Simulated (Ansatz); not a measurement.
Geometry optimisation, Ansatz 0.2.0, RKS LDA/def2-SVP.

Input:

```yaml
crystal:
  periodic: [false, false, false]
  atoms:
    - { symbol: W, position_ang: [0.0, 0.0, 0.0] }
    - { symbol: Cl, position_ang: [0.0, 0.0, 2.74] }
    - { symbol: H, position_ang: [1.72, 0.0, 0.0] }
    - { symbol: H, position_ang: [0.0, 1.72, 0.0] }
    - { symbol: H, position_ang: [-1.72, 0.0, 0.0] }
    - { symbol: H, position_ang: [0.0, -1.72, 0.0] }
    - { symbol: H, position_ang: [0.0, 0.0, -1.72] }
    - { symbol: O, position_ang: [1.4721, 1.5335, 0.7063] }
    - { symbol: H, position_ang: [2.2027, 1.0805, 1.2365] }
    - { symbol: H, position_ang: [1.039, 1.0824, 1.9242] }
basis:
  gaussian: { orbitals: def2-SVP }
hamiltonian:
  xc: lda
relax:
  f_tol: 0.15
  max_steps: 25
  restrain:
    - { distance: [0, 7], at: 3.14, k: 30.0 }
    - { distance: [9, 1], at: 2.57, k: 30.0 }
    - { distance: [0, 1], at: 2.39, k: 30.0 }
    - { distance: [9, 7], at: 1.01, k: 30.0 }
```

Launched with:

```bash
$ ansatz run input.yaml --threads 2 --pin off --max-ram 3072MiB --backend cpu --events-out ev --progress --plain --runs-dir out
```

Question: Where does it end, and by what steps?

Answer: The run converged. The restraints hold the end off the free minimum; the threshold counts their pulls, which the force column leaves out. Restrained pairs: W1–O8 (2.24 → 3.11 Å), Cl2–H10 (1.71 → 2.57 Å), W1–Cl2 (2.74 → 2.36 Å), O8–H10 (1.37 → 1.00 Å). After 17 steps the energy has fallen by 7.056 eV (the restraints' own energy left out); H4 moved furthest, 1.41 Å.

```
step  energy less start (eV)  largest force component (eV/Å)  accepted
   0                  0.0000                           6.567       yes
   1                 -0.7009                           8.993       yes
   2                 -2.1406                           6.105       yes
   3                 -3.6211                           2.645       yes
   4                 -5.2355                           2.426       yes
   5                 -6.0907                           2.265       yes
   6                 -6.3487                           1.750       yes
   7                 -6.4883                           0.890       yes
   8                 -6.5608                           0.817       yes
   9                 -6.6354                           0.792       yes
  10                 -6.6317                           1.261       yes
  11                 -6.6898                           1.283       yes
  12                 -6.7881                           1.645       yes
  13                 -6.8930                           1.751       yes
  14                 -6.9501                           1.841       yes
  15                 -7.0285                           1.378       yes
  16                 -7.0508                           1.278       yes
  17                 -7.0562                           1.348       yes
```

```xyz
10
Properties=species:S:1:pos:R:3
W 0.054 0.287 0.067
Cl -0.365 -0.130 2.348
H 1.325 -0.497 -0.741
H -0.934 1.242 -0.938
H -1.467 -0.340 -0.127
H -0.155 -1.351 -0.043
H -0.350 -0.415 -1.399
O 2.109 1.965 1.691
H 2.905 1.408 1.608
H 1.592 1.527 2.420
```

Time of the run: 30 s on 2 threads of Arm Neoverse V1 (shared host), peak memory 0.19 GiB.
